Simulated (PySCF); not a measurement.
## Substituent effects on chemical shifts

Parent skeleton `[CH2:1]1[CH2:2][SiH2:3][SiH2:4][CH2:5]1`; one hydrogen on atom 2 is replaced by X. Hydrogens on one atom are averaged.

[PySCF 2.14: geometry from PBE0-D3(BJ)/def2-SVP; shielding tensors at PBE0/pcSseg-1 (GIAO); one computed conformer; one averaged value for each set of equivalent atoms; in vacuum; relativity neglected]

δ = σ(ref) − σ, references computed at the same level: $^{13}$C (σ = 184.41 ppm), $^{29}$Si (σ = 351.99 ppm), $^{1}$H (σ = 31.27 ppm) against TMS.

Parent (X = H): C1 27.5, C2 11.7, Si3 -65.7, Si4 -65.7, C5 11.7, H(C1) 1.62, H(C2) 0.87, H(Si3) 3.79, H(Si4) 3.79 ppm. Effects are Δδ = δ(X) − δ(H), positive for deshielding.

Question: Give Δδ (ppm) for X = NMe2, BH2, tBu.

Answer: 
| X | SMILES | C1 | C2 | Si3 | Si4 | C5 | H(C1) | H(C2) | H(Si3) | H(Si4) |
| --- | --- | --- | --- | --- | --- | --- | --- | --- | --- | --- |
| NMe2 | CN(C)[C@H]1CC[SiH2][SiH2]1 | -8.0 | +50.3 | -14.4 | -2.2 | -4.0 | -0.06 | +1.41 | -0.03 | +0.00 |
| BH2 | B[C@@H]1CC[SiH2][SiH2]1 | +7.2 | +42.7 | -27.6 | +4.7 | +5.4 | +0.38 | +2.10 | -0.49 | +0.11 |
| tBu | CC(C)(C)[C@H]1CC[SiH2][SiH2]1 | +1.6 | +32.9 | -6.1 | +1.9 | -0.2 | -0.06 | -0.31 | +0.01 | +0.07 |

Question: Which position responds most, and to which substituents?

Answer: H(C2): from -0.31 ppm with tBu to +2.10 ppm with BH2.
